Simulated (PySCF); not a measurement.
**Bond curve of CeN**

Set-up: PySCF, spin-free X2C with a Gaussian nucleus, basis sets Ce x2c-SVPall, N x2c-SVPall. Energies in eV from Ce (4f1 5d1 6s2) + N in their ground configurations at the same level. State: doublet, about 1.4 electrons in the 4f shell (Mulliken), real f orbitals that mix terms.

All columns are PBE0. A positive dipole means Ce(−)N(+).

```tsv
R (Å)	E (eV)	μ (D)	Mulliken charge on Ce (basis-dependent)	HOMO (eV)	LUMO (eV)	Mayer bond order	⟨S²⟩
1.507	-4.208	-5.38	0.13	-1.79	-1.17	3.17	0.75
1.577	-5.321	-5.99	0.15	-2.25	-1.29	3.16	0.75
1.647	-5.934	-6.55	0.18	-2.70	-1.41	3.15	0.75
1.699	-6.153	-6.94	0.20	-3.04	-1.50	3.15	0.75
1.752	-6.216	-7.29	0.23	-3.37	-1.59	3.15	0.75
1.805	-6.154	-7.60	0.25	-3.70	-1.68	3.14	0.75
1.875	-5.926	-7.93	0.28	-4.11	-1.79	3.14	0.75
1.962	-5.473	-8.22	0.31	-4.27	-1.92	3.14	0.75
2.067	-4.778	-8.40	0.34	-4.21	-2.07	3.13	0.75
2.208	-3.735	-8.42	0.37	-4.18	-2.24	3.11	0.76
```

A fit through these points gives, at Re = 1.750 Å, μ = -7.28 D and dμ/dR = -6.27 D/Å; the reduced mass is 12.73 u.

**Question.** How strong is the fundamental in the double-harmonic approximation, I = 42.26·(dμ/dR)²/μred km/mol?

**Answer.** I = 42.26·(-6.27)²/12.73 = 131 km/mol at PBE0.

Spin–orbit coupling is left out, which matters for elements this heavy, above all for dissociation energies. The state is the lowest single determinant that the PBE0 search found; with open d or f shells the true ground state can be another one.
